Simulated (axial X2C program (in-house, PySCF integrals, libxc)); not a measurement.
Spin–orbit effects along a row: molecules with Si (ions), PBE0

Computed with an axial X2C code built on PySCF integrals, spin-free (one-electron X2C) or two-component (2c: spin–orbit coupling with atomic mean-field Coulomb and Gaunt terms, which also bring small scalar terms), in Dyall basis sets with cores contracted in-house; open shells are unrestricted.

Basis sets: Br dyall-cv3z, Ca dyall-cv3z, Co dyall-cv3z, Cr dyall-cv3z, K dyall-cv3z, Mn dyall-cv3z, Sc dyall-cv3z, Si dyall-v3z, Ti dyall-cv3z, V dyall-cv3z, Zn dyall-cv3z.

```json
{"molecule": "KSi⁺", "spin-free state": "M_S = 1, Λ = 1", "Re (Å)": "3.597", "ωe (cm⁻¹)": "101.7", "De (eV)": "0.28", "2c state": "Ω = 2", "Re 2c (Å)": "3.597", "ωe 2c (cm⁻¹)": "101.7", "De 2c (eV)": "0.27"}
{"molecule": "CaSi⁺", "spin-free state": "M_S = 3/2, Λ = 0", "Re (Å)": "2.647", "ωe (cm⁻¹)": "330.5", "De (eV)": "1.73", "2c state": "Ω = 3/2", "Re 2c (Å)": "2.647", "ωe 2c (cm⁻¹)": "330.5", "De 2c (eV)": "1.73"}
{"molecule": "ScSi⁺", "spin-free state": "M_S = 1, Λ = 0", "Re (Å)": "2.498", "ωe (cm⁻¹)": "369.4", "De (eV)": "2.21", "2c state": "Ω = 1", "Re 2c (Å)": "2.498", "ωe 2c (cm⁻¹)": "369.1", "De 2c (eV)": "n/a"}
{"molecule": "TiSi⁺", "spin-free state": "M_S = 5/2, Λ = 2", "Re (Å)": "2.418", "ωe (cm⁻¹)": "362.3", "De (eV)": "2.30", "2c state": "Ω = 1/2", "Re 2c (Å)": "2.418", "ωe 2c (cm⁻¹)": "362.2", "De 2c (eV)": "n/a"}
{"molecule": "VSi⁺", "spin-free state": "M_S = 3, Λ = 0", "Re (Å)": "2.377", "ωe (cm⁻¹)": "359.8", "De (eV)": "2.11", "2c state": "Ω = 3", "Re 2c (Å)": "2.377", "ωe 2c (cm⁻¹)": "359.5", "De 2c (eV)": "n/a"}
{"molecule": "CrSi⁺", "spin-free state": "M_S = 5/2, Λ = 0", "Re (Å)": "2.477", "ωe (cm⁻¹)": "310.6", "De (eV)": "1.63", "2c state": "Ω = 5/2", "Re 2c (Å)": "2.478", "ωe 2c (cm⁻¹)": "310.1", "De 2c (eV)": "1.63"}
{"molecule": "MnSi⁺", "spin-free state": "M_S = 2, Λ = 1", "Re (Å)": "2.549", "ωe (cm⁻¹)": "247.6", "De (eV)": "1.79", "2c state": "Ω = 3", "Re 2c (Å)": "2.548", "ωe 2c (cm⁻¹)": "247.5", "De 2c (eV)": "1.80"}
{"molecule": "CoSi⁺", "spin-free state": "M_S = 1, Λ = 2", "Re (Å)": "2.209", "ωe (cm⁻¹)": "375.1", "De (eV)": "2.99", "2c state": "Ω = 3", "Re 2c (Å)": "2.209", "ωe 2c (cm⁻¹)": "374.5", "De 2c (eV)": "n/a"}
{"molecule": "ZnSi⁺", "spin-free state": "M_S = 1/2, Λ = 1", "Re (Å)": "2.509", "ωe (cm⁻¹)": "242.3", "De (eV)": "1.75", "2c state": "Ω = 1/2", "Re 2c (Å)": "2.509", "ωe 2c (cm⁻¹)": "242.2", "De 2c (eV)": "1.76"}
{"molecule": "SiBr⁺", "spin-free state": "M_S = 0, Λ = 0", "Re (Å)": "2.111", "ωe (cm⁻¹)": "530.4", "De (eV)": "4.71", "2c state": "Ω = 0", "Re 2c (Å)": "2.113", "ωe 2c (cm⁻¹)": "529.4", "De 2c (eV)": "4.62"}
```

Fragments in 2c: K+ + Si, Ca+ + Si, Sc+ + Si, Ti+ + Si, V+ + Si, Cr+ + Si, Mn+ + Si, Co+ + Si, Zn + Si+, Br + Si+. Each entry is the lowest single determinant of a limited PBE0 search at one distance. De goes to single-determinant-based atoms at the same level (for ions the charge split of lowest energy) and is withheld (n/a) where an atom does not fit its ground term or J level. Main or longest-lived isotopes. One determinant is a doubtful description, or other states lie close, for KSi⁺, CaSi⁺, ScSi⁺, TiSi⁺, VSi⁺, CrSi⁺, MnSi⁺, CoSi⁺; these need not be ground states, and all values refer to the states named. Some open-shell Ω = 0 determinants are out of reach, so the Ω given for KSi⁺, ScSi⁺, VSi⁺, MnSi⁺ need not be the lowest component. With several unpaired electrons the Ω given is that of one determinant, not necessarily of the lowest component. Some light 2c atoms are not at their ground J level, so De misses part of their lowering (0.04 eV or less). The functionals have no current term, which raises determinants with orbital currents. Where the atoms have a lower orbital projection than the molecule, De at mean-field level may be about a tenth of an eV too small.
